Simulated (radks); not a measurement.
The numbers below are computed, except where a source is named.
Q: Radial electron density D(r) = 4 pi r^2 rho(r) of an atom or ion with 39 electrons. Code: a radial shooting solver on a logarithmic mesh with Libxc functionals. Model: Dirac Kohn-Sham, PBE, spin-unpolarised, spherical densities, finite nucleus; Fermi nuclear charge, rms radius of each element as measured or else 0.836 A^(1/3) + 0.57 fm.

r (bohr),D(r) (e/bohr)
0.001523,1.930
0.001983,3.062
0.002582,4.801
0.003362,7.411
0.004378,11.21
0.005701,16.52
0.007483,23.76
0.009744,32.33
0.01269,41.56
0.01652,49.71
0.02151,54.47
0.02801,54.18
0.03648,49.93
0.0475,46.63
0.06185,50.28
0.08053,60.70
0.1049,67.65
0.1365,60.78
0.1792,46.29
0.2334,43.71
0.3039,51.39
0.3957,47.26
0.5152,28.03
0.6709,14.14
0.8736,12.39
1.138,11.26
1.481,6.351
1.929,2.159
2.511,0.4635
3.27,0.05970
4.258,0.003607

What is the nuclear charge?

A: Z = 43. The innermost maximum, from 1s, lies near gamma/Z bohr with gamma = sqrt(1 - (Z/c)^2) = 0.949, here 0.0221 bohr (found: 0.0243), and its height grows with Z. The density is that of the technetium ion Tc4+ in [Kr] 4d3; the configuration itself is not fixed sharply by these data, and Z only to a few units. D(r) has 4 maxima, at r = 0.0243, 0.107, 0.329, 0.939 bohr, and minima at 0.0483, 0.212, 0.806 bohr, inside which lie 2.04, 11.08, 29.34 electrons.
